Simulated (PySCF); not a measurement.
Ligands exchanged one at a time, In C2H5-I. Gas-phase values, no solvent. One relaxed conformer stands for each flexible species; it need not be the lowest. Strings in code marks are SMILES.

Level of theory: PBE-D3(BJ)/def2-TZVP // CAM-B3LYP-D3(BJ)/def2-SVP (PySCF). Excitations are Tamm–Dancoff values on a coarser integration grid. The basis has no diffuse functions, so Rydberg states are missing or too high.

```tsv
species	S1 oscillator strength	S1–T1 gap (TDA) (eV)	S1 excitation (TDA) (eV)	HOMO–LUMO gap (eV)
0 of 3 C2H5 replaced by I (`[CH2]([In]([CH2]C)[CH2]C)C`)	0.000	0.20	?	3.71
1 of 3 C2H5 replaced by I (`[CH2]([In]([CH2]C)[I])C` (C–C–In–I torsion 0°, I–In–C–C torsion 178°))	0.000	0.10	?	?
2 of 3 C2H5 replaced by I (`[CH2]([In]([I])[I])C` (C–C–In–I torsion 179°))	0.019	0.33	3.73	3.55
3 of 3 C2H5 replaced by I (`[I][In]([I])[I]`)	0.000	0.26	3.01	?
```

**Question.** What belongs in the gaps?

**Answer.** 
- 0 of 3 C2H5 replaced by I (`[CH2]([In]([CH2]C)[CH2]C)C`), S1 excitation (TDA) (eV): 3.78
- 1 of 3 C2H5 replaced by I (`[CH2]([In]([CH2]C)[I])C` (C–C–In–I torsion 0°, I–In–C–C torsion 178°)), S1 excitation (TDA) (eV): 3.69
- 1 of 3 C2H5 replaced by I (`[CH2]([In]([CH2]C)[I])C` (C–C–In–I torsion 0°, I–In–C–C torsion 178°)), HOMO–LUMO gap (eV): 3.65
- 3 of 3 C2H5 replaced by I (`[I][In]([I])[I]`), HOMO–LUMO gap (eV): 2.87
